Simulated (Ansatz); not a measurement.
Species: F3Si, SMILES `F[Si](F)F` (charge 0, multiplicity 2).

Problem. Give a relaxed geometry from Ansatz (a quantum-chemistry and plane-wave program) with B3LYP-D3(BJ)/def2-TZVP.

Solution. the end point of this relaxation (outside a Z-matrix the atoms follow the SMILES, hydrogens last).
Cartesian coordinates (Å) in one orientation:
```xyz
4

F      1.470    -0.197    -0.138
Si    -0.001     0.000     0.427
F     -0.564     1.371    -0.144
F     -0.905    -1.175    -0.144
```
